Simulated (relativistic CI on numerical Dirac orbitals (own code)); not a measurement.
Spin-orbit doublets in the photoemission of zirconium

Problem. Photoelectron lines from p, d and f shells are doublets, and peak fits need their splitting and area ratio. Find both for the 3d line of zirconium, from the calculated spin-orbit constant ζ(3d) = 0.9555 eV of the closed-shell ion Zr⁴⁺ with one hole. Is the doublet resolved if instrument, lifetime and solid give each line a width of 1.0 eV (assumed)?

Working.
1. One hole with l = 2 gives j = 5/2 and j = 3/2. For a hole the level of higher j has the lower binding energy.
2. The splitting is (l + ½)ζ = 2.5 × 0.9555 = 2.389 eV.
3. The areas follow 2j + 1: 6 : 4, so the weaker line has 0.667 of the stronger one's area, if the radial matrix elements are equal.
4. Splitting over width is 2.39: two separate peaks.

Check. The difference of tabulated binding energies of the element (M4 less M5; Elam, Ravel and Sieber, Radiat. Phys. Chem. 63, 121 (2002), rounded to 0.1 eV or more) is 2.3 eV.

All doublets of Zr⁴⁺, calculated as differences of Dirac-Coulomb-Breit total energies with one hole (eV):

| Shell | Calculated | Without Breit and QED | Tabulated, element |
| --- | --- | --- | --- |
| 2p | 84.59 | 85.87 | 84.0 |
| 3p | 13.89 | 14.1 | 13.7 |
| 3d | 2.396 | 2.493 | 2.3 |
| 4p | 1.949 | 1.98 | 1.4 † |

The Breit and QED terms lower the splittings by 1.5 to 3.9 %. † marks rows where calculation and table differ by more than 10 %: outer shells contract in the ion, shallow p and d holes are shifted by correlation that this model lacks, and small tabulated differences suffer from rounding or from errors of the compilation.
